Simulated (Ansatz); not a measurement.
Basis-set extrapolation for C$_{5}$H$_{4}$ClN, SMILES `Clc1ccccn1` (PBE0-D4/def2-TZVP geometry, frozen core, Ansatz). Multiplicity 1, RHF reference.

|  | def2-TZVPP | def2-QZVPP |
| --- | --- | --- |
| HF | -705.714862 | -705.737684 |
| MP2 correlation | -1.163784 | -1.246535 |
| CCSD(T) correlation | -1.253096 | not run |

Energies in hartree. Use E(X) = E(∞) + A·exp(−7.88·√X) for Hartree–Fock and E(X) = E(∞) + B·X^(−2.97) for correlation, with X = 3 and 4, and add CCSD(T) minus MP2 of the smaller set to the MP2 limit.

Problem. What is the CCSD(T) energy at the basis-set limit?

Solution. HF limit: -705.737684 + (-0.022822) × 0.13774 = -705.74083. MP2 limit: -1.246535 + (-0.082751) × 0.74074 = -1.30783. Higher-order term: -1.253096 − (-1.163784) = -0.08931. Total: -707.13797 hartree, 446.4 kJ/mol below CCSD(T)/def2-TZVPP.
